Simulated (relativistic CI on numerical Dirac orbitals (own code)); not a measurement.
# W²⁺: L2,3 absorption edge

Computed with this model: Dirac-Coulomb-Breit CI, separate exchange-only KLI orbitals for each configuration, QED by a radiative potential, valence Slater integrals scaled by 0.7, multiplet model of core-to-valence dipole absorption; configurations [Xe] 4f14 5d4 → [He] 2s2 2p5 3s2 3p6 3d10 4s2 4p6 4d10 4f14 5s2 5p6 5d5; 10 K; Lorentzian 7.5 eV and Gaussian 1 eV FWHM. Energies are those of the free ion, without screening or charge transfer. The branching ratio is the share of the lower-energy edge in the whole absorption, uncertain by about 0.02 where the edges overlap. S is read from ⟨S²⟩ = S(S + 1).

Field parameters in Wybourne normalisation: D4h B²₀ = −7Ds, B⁴₀ = 21(Dq − Dt), B⁴₄ = 21√(5/14) Dq; Td as Oh with Dq negative (B⁴₀ = 21Dq, B⁴₄ = √(5/14) B⁴₀). The field is a parameter set, without covalency.

free ion: ground-state S = 1.82, centroid 10328.44 eV, branching ratio 0.906. Peaks (eV, height): 10203.0 (100), 11542.5 (11).

D4h, 10Dq = 39000, Ds = 1220, Dt = -740 cm⁻¹: ground-state S = 0.88, centroid 10465.34 eV, branching ratio 0.805. Peaks (eV, height): 10205.0 (100), 11544.0 (27).

D4h, 10Dq = 36650, Ds = 520, Dt = -90 cm⁻¹: ground-state S = 0.98, centroid 10452.49 eV, branching ratio 0.814. Peaks (eV, height): 10204.5 (100), 11543.5 (25).

Td, 10Dq = -16900 cm⁻¹: ground-state S = 0.29, centroid 10457.35 eV, branching ratio 0.810. Peaks (eV, height): 10203.5 (100), 11542.0 (23).

The statistical ratio of this edge is 2/3 = 0.667. Values above it arise where the holes sit mainly in the j = l + 1/2 valence subshell or the ground state has high spin; values below it where core-valence Coulomb terms move weight to the upper edge, as in nearly empty shells. At deep edges of heavy elements the radial integrals of the two core levels differ, which raises the baseline.

Strongest unbroadened transitions for free ion:

```csv
Energy (eV),Relative strength
10201.84,43.0
10203.27,100.0
10203.62,0.9
10203.67,2.5
10203.85,0.2
10204.30,2.4
10204.38,2.9
10204.60,1.1
10204.71,1.4
10204.89,0.5
10205.19,3.3
10205.43,0.3
10205.63,0.1
11542.30,11.3
11542.55,1.6
11543.16,0.3
11543.46,1.9
11544.16,1.1
```
